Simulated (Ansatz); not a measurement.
Input for Ansatz (a first-principles code): R-PBE/def2-TZVPP on TeSe, 2S+1 = 1, a spin state set in the input, which need not be the lowest, a point of a bond scan (R = 2.364 Å). Elements past Kr take the def2 small-core potentials; no spin–orbit coupling.

Ansatz 0.2 input:
```yaml
crystal:
  periodic: [false, false, false]
  atoms:
    - {symbol: Se, position_ang: [0.00000000, 0.00000000, 0.00000000]}
    - {symbol: Te, position_ang: [0.00000000, 0.00000000, 2.36376800]}
basis:
  gaussian:
    orbitals: def2-TZVPP
    pivot_positions_ang: [[0.00000000, 0.00000000, 0.00000000], [0.00000000, 0.00000000, 2.36376800]]
hamiltonian:
  xc: {name: PBE}
output: {forces: true, orbitals: {seedname: ./end}}
```

Problem. Give the final energy of this run.

Solution. -2669.2059 hartree.
